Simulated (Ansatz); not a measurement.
Pulling on the Pb1–Cl3 bond in ClHPb (SMILES [Cl][PbH]) (multiplicity 1 held, fragments rigid). Energies count from the point at 2.493 Å.
Geometry at that point (charge 0, multiplicity 1):
```xyz
3

Pb    -0.21816    -0.21253     0.29360
H     -1.37766    -0.88692    -0.99886
Cl     1.13335     1.07734    -1.35741
```

Restricted levels (R-, RO-) in cc, def2 and unpolarised 6-31G sets keep to the state of the molecule at rest. Active spaces are followed from a long bond inwards. Levels need not reach the same state.

Cores are frozen in the correlated methods. Filled d and f shells under p-block atoms count as core.

Programs: Ansatz (an electronic-structure program) with Gaussian orbitals.  In def2 rows elements past Kr take small-core potentials, without spin–orbit coupling.

Energies in kcal/mol.

```tsv
R (Å)	R-SCS-MP2/def2-SVP	R-CCSD(T)/def2-SVP	R-CCSDT(Q)/def2-SVP	FIC-MRCISD+Q on CASSCF(6,4)/def2-SVP
1.995	70.3	70.9	71.0	70.9
2.244	12.4	12.7	12.8	12.8
2.493	0.0	0.0	0.0	0.0
2.743	6.0	5.7	5.5	5.6
2.992	18.3	17.6	17.3	17.4
3.366	38.5	37.1	36.3	36.6
3.740	56.5	53.6	52.1	52.8
4.363	79.6	68.6	66.7	69.4
4.986	94.3	54.4	69.6	74.7
5.734	103.0	-7.4	64.6	75.9
6.732	104.6	-66.3	61.9	76.2
7.978	97.8	-61.0	64.4	76.3
```

Doubts at one or more of the structures used: a restricted determinant that unrestricted orbitals would lower (R-SCS-MP2/def2-SVP, R-CCSD(T)/def2-SVP, R-CCSDT(Q)/def2-SVP); T1 above 0.05 (R-CCSD(T)/def2-SVP, R-CCSDT(Q)/def2-SVP); other coupled-cluster roots lie near (R-CCSD(T)/def2-SVP, R-CCSDT(Q)/def2-SVP); active orbitals that take no part (FIC-MRCISD+Q on CASSCF(6,4)/def2-SVP).
